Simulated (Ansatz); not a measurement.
Input file for BH₆NOSi (`BN[SiH2]O`):

```yaml
crystal:
  periodic: [false, false, false]
  atoms:
    - {symbol: B, position_ang: [-0.176364, 1.733788, 0.070324]}
    - {symbol: N, position_ang: [-0.073891, 0.466163, 0.655923]}
    - {symbol: Si, position_ang: [-0.285050, -1.064414, -0.144897]}
    - {symbol: O, position_ang: [1.112112, -1.920364, -0.258079]}
    - {symbol: H, position_ang: [-0.429192, 1.811769, -1.098167]}
    - {symbol: H, position_ang: [-0.008079, 2.714632, 0.736930]}
    - {symbol: H, position_ang: [0.146844, 0.436731, 1.642625]}
    - {symbol: H, position_ang: [-1.169194, -1.931715, 0.664386]}
    - {symbol: H, position_ang: [-0.852957, -0.744276, -1.475059]}
    - {symbol: H, position_ang: [1.819072, -1.553615, -0.791187]}
basis:
  gaussian: {orbitals: def2-TZVPP}
correlation: {method: ccsd_t}
output: {orbitals: {seedname: orbitals}}
```

```sh
$ ansatz run in.yaml --threads 2 --pin off --events-out ev --progress --plain --max-ram 4352MiB
```

The program prints (abridged):

```
Functional definition: HF
  name "HF"
  cite "Fock, Z. Phys. 61, 126 (1930) doi:10.1007/BF01340294"
  parent pbe
  exchange = exact_x
  correlation = 0
1283 factors; integrals over basis functions are off by at most 1.2e-3 eV
mean field evaluation 1: about -12148.5349 eV, gradient 4.6e1 eV
mean field evaluation 2: about -12148.7193 eV, gradient 4.6e1 eV
mean field evaluation 4: about -12153.0033 eV, gradient 3.6e0 eV
mean field evaluation 8: about -12153.0579 eV, gradient 2.1e-1 eV
mean field -12153.05805597 eV, -446.6166459185 hartree, gradient 1.7e-6 eV, S^2 0.000000; 0 other end points of the search recorded, 0 dependent functions left out
8 core orbitals not correlated: weight in the atoms' cores, before any rotation towards them, 1.000 or more for the frozen orbitals, at most 0.000 for the correlated occupied ones
reference -12153.05805597 eV, -446.6166459185 hartree; 12, 12 occupied and 199, 199 virtual orbitals, 1283 factors
second order -18.48522962 eV of doubles, -0.00000000 eV of singles
cycle   1  -18.91575443 eV  change   -4.3e-1 eV  update   9.1e-2
cycle   2  -19.38475802 eV  change   -4.7e-1 eV  update   2.6e-2
cycle   3  -19.48173309 eV  change   -9.7e-2 eV  update   1.4e-2
cycle   4  -19.46966132 eV  change    1.2e-2 eV  update   3.7e-3
cycle   5  -19.46944606 eV  change    2.2e-4 eV  update   1.9e-3
cycle   6  -19.47001055 eV  change   -5.6e-4 eV  update   5.8e-4
cycle   7  -19.46972070 eV  change    2.9e-4 eV  update   2.2e-4
cycle   8  -19.46966689 eV  change    5.4e-5 eV  update   6.6e-5
cycle   9  -19.46968988 eV  change   -2.3e-5 eV  update   2.7e-5
perturbative correction -0.69347109 eV, -0.0254845925 hartree
Total energy: -12173.22121694 eV, -447.3576284169 hartree
```

Hardware: 2 threads of an Arm Neoverse V2 on a shared host. Wall time 75 s, peak host memory 3.4 GiB.

MP2 recovers 91.7 % of the CCSD(T) correlation energy and the triples give 3.4 %; T1 = 0.0121.
